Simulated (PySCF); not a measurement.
A structure optimised at B3LYP-D3(BJ)/def2-TZVP, used in a PySCF frequency run:

```
Be
S 1 1.9001
H 2 1.3466 1 92.74
Se 1 2.0338 3 146.72 2 177.27
H 4 1.4736 1 90.93 3 92.30
```

Q: Write its SMILES and formula.

A: [SH][Be][SeH], BeH₂SSe

Q: What are its rotational constants (standard atomic weights)?

A: 128.76, 1.3629, 1.3614 GHz
